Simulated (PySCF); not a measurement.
Vertical excitations of a molecule C₃H₇BO₂ from PySCF with TDA-PBE0/def2-SVPD, as energy in eV (oscillator strength): 6.32 (0.002), 6.55 (0.004), 6.78 (0.020), 7.02 (0.015), 7.11 (0.013), 7.59 (0.004), 7.80 (0.006), 8.01 (0.043), 8.04 (0.041), 8.16 (0.014). Lowest triplet (TDA): 5.77 eV. The structure is a stationary point at r2SCAN-D4/def2-SVP. One conformer was computed; it need not be the lowest.

**Question.** Which structure fits?
(A) OB1CC(O)C1
(B) C/C=C/B(O)O
(C) C=CB(O)CO
(D) C=COB(C)O

**Answer.** A, OB1CC(O)C1
